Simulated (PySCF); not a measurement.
NMR data sheet: C₅H₁₂N₂Si

| Item | Value |
| --- | --- |
| Formula | C5H12N2Si |
| SMILES | CN([SiH3])/N=C\C1CC1 |
| Point group of the computed structure | C1 |
| Degrees of unsaturation | 2 |
| Carbon signals | 4 |
| Proton signals | 6 |

Molfile (atoms numbered from 1):
```
C5H12N2Si
     RDKit          3D

 20 20  0  0  0  0  0  0  0  0999 V2000
   -2.4950   -1.7916    0.2373 C   0  0  0  0  0  0  0  0  0  0  0  0
   -1.4831   -0.7657    0.0626 N   0  0  0  0  0  0  0  0  0  0  0  0
   -1.7398    0.5342   -1.0638 Si  0  0  0  0  0  4  0  0  0  0  0  0
   -0.4633   -1.0050    0.9146 N   0  0  0  0  0  0  0  0  0  0  0  0
    0.7019   -0.5107    0.8821 C   0  0  0  0  0  0  0  0  0  0  0  0
    1.3662    0.4024   -0.0645 C   0  0  0  0  0  0  0  0  0  0  0  0
    2.0404    1.6449    0.4642 C   0  0  0  0  0  0  0  0  0  0  0  0
    2.8670    0.5055   -0.0315 C   0  0  0  0  0  0  0  0  0  0  0  0
   -2.2343   -2.6900   -0.3293 H   0  0  0  0  0  0  0  0  0  0  0  0
   -2.5492   -2.0547    1.2935 H   0  0  0  0  0  0  0  0  0  0  0  0
   -3.4624   -1.4306   -0.1012 H   0  0  0  0  0  0  0  0  0  0  0  0
   -1.1526    0.2554   -2.3833 H   0  0  0  0  0  0  0  0  0  0  0  0
   -3.1916    0.6319   -1.1978 H   0  0  0  0  0  0  0  0  0  0  0  0
   -1.1908    1.7576   -0.4854 H   0  0  0  0  0  0  0  0  0  0  0  0
    1.3176   -0.8429    1.7123 H   0  0  0  0  0  0  0  0  0  0  0  0
    0.8968    0.4814   -1.0363 H   0  0  0  0  0  0  0  0  0  0  0  0
    1.9820    2.5456   -0.1279 H   0  0  0  0  0  0  0  0  0  0  0  0
    1.9992    1.8200    1.5289 H   0  0  0  0  0  0  0  0  0  0  0  0
    3.3867    0.6153   -0.9713 H   0  0  0  0  0  0  0  0  0  0  0  0
    3.3994   -0.0923    0.6938 H   0  0  0  0  0  0  0  0  0  0  0  0
  1  2  1  0
  2  3  1  0
  2  4  1  0
  4  5  2  0
  5  6  1  0
  6  7  1  0
  7  8  1  0
  8  6  1  0
  1  9  1  0
  1 10  1  0
  1 11  1  0
  3 12  1  0
  3 13  1  0
  3 14  1  0
  5 15  1  0
  6 16  1  0
  7 17  1  0
  7 18  1  0
  8 19  1  0
  8 20  1  0
M  END
```

Calculated, not measured (PySCF 2.14): GFN2-xTB geometry, PBE0/pcSseg-1 with gauge-including orbitals. In vacuum, single conformer, rapidly exchanging positions averaged, relativity neglected.

References, each an isolated molecule treated in the same way: ¹H, ¹³C, ²⁹Si against TMS; NH3 for ¹⁵N.

```tsv
carbon	δC, type	δH (multiplicity)	HMBC from (2–3 bonds)	span of the C tensor (ppm)
C1	49.8, CH3	3.32 (s)	H12/H13/H14	80
C5	142.5, CH	5.75 (d)	H16, H17/H19, H18/H20	160
C6	15.4, CH	1.66 (m)	H15, H17/H19, H18/H20	89
C7/C8	10.1, CH2	H17 0.82 (m); H18 0.48 (m)	H15, H16, H17/H19, H18/H20	58
```

Other nuclei:
```csv
atoms,nucleus,environment,δ (ppm),σ (ppm)
H12/H13/H14,¹H,hydrogen on a silicon bonded to N,5.02,26.70
Si3,²⁹Si,"silicon bonded to N, 3 H",-58.0,407.1
N4,¹⁵N,imine nitrogen,392.1,-124.4
N2,¹⁵N,nitrogen bonded to O or N,105.4,162.4
```

- Carbon types of the structure: 2 × CH, 2 × CH2, 1 × CH3, leaving 3 H on heteroatoms.
- δC 142.5: C=N carbon.
- δC 49.8: methyl carbon bonded to N; pulled downfield by the heteroatom.
- δC 15.4, 10.1: three-membered-ring carbon; carbons of three-membered rings are unusually shielded.
- δH 5.75: hydrogen on a C=N carbon.
- δH 3.32: hydrogen on a methyl carbon bonded to N; its carbon carries N, an electronegative neighbour.

Shifts are as computed. Against solution values, carbons near 30 ppm lie about +3 ppm off and those near 130 ppm about +5 ppm. Of 1211 compounds with measured shifts, 218 miss one by over three times the rms of a fit or turn the order of signals round; such compounds aren't used in these exercises. Experimental scales use liquid or dissolved standards, which lie at an offset from isolated NH3 (liquid NH3: subtract about 20 ppm). Unscaled 15N shifts of sp2 nitrogen come out 20 to 40 ppm too high even then. Multiplicities follow the n + 1 count of equivalent neighbours, as no J values were calculated; m marks all less simple cases, F and P coupling included.
